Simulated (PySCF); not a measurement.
# Heteronuclear NMR

Geometry:
| atom | x (Å) | y (Å) | z (Å) |
| --- | --- | --- | --- |
| N1 | 3.804 | -1.090 | 0.383 |
| C2 | 2.979 | -0.306 | 0.266 |
| O3 | 2.115 | 0.617 | 0.137 |
| C4 | 0.760 | 0.324 | 0.041 |
| C5 | -0.097 | 1.407 | -0.093 |
| C6 | -1.457 | 1.180 | -0.191 |
| C7 | -1.953 | -0.113 | -0.156 |
| C8 | -1.087 | -1.185 | -0.024 |
| C9 | 0.277 | -0.975 | 0.077 |
| H10 | 0.312 | 2.405 | -0.119 |
| H11 | -2.129 | 2.018 | -0.295 |
| H12 | -3.016 | -0.286 | -0.233 |
| H13 | -1.470 | -2.193 | 0.002 |
| H14 | 0.963 | -1.803 | 0.183 |

- PBE0/pcSseg-1 with gauge-including orbitals
- structure optimised with GFN2-xTB
- code: PySCF 2.14
- one conformer, rapidly exchanging positions averaged, in vacuum, relativity neglected

**Question.** Where does $^{15}$N resonate?

**Answer.** 
```
atoms       environment  σ (ppm)  δ (ppm)
   N1  nitrile nitrogen     56.1   -199.8
```

Shieldings were converted by a linear fit to measured shifts: $^{15}$N: δ = -148.07 − 0.921σ (rms 6.3 ppm, 71 shifts vs CH3NO2, solution or neat liquid). Occasional misses reach two or three times the rms, and more in compound classes unlike the fitted ones.

On a 300 MHz spectrometer $^{15}$N resonates near 30.4 MHz, so 1 ppm is 30.4 Hz.

**Question.** Where does $^{17}$O resonate?

**Answer.** 
```json
{"atoms": "O3", "environment": "ether oxygen", "σ (ppm)": "226.5", "δ (ppm)": "60.4"}
```

Shieldings were converted by a linear fit to measured shifts: $^{17}$O (scatter 10.7 ppm rms, 12.2 ppm with the 3 outliers that the fit left out vs liquid water, solution or neat liquid). Occasional misses reach two or three times the rms, and more in compound classes unlike the fitted ones.

On a 300 MHz spectrometer $^{17}$O resonates near 40.7 MHz, so 1 ppm is 40.7 Hz.
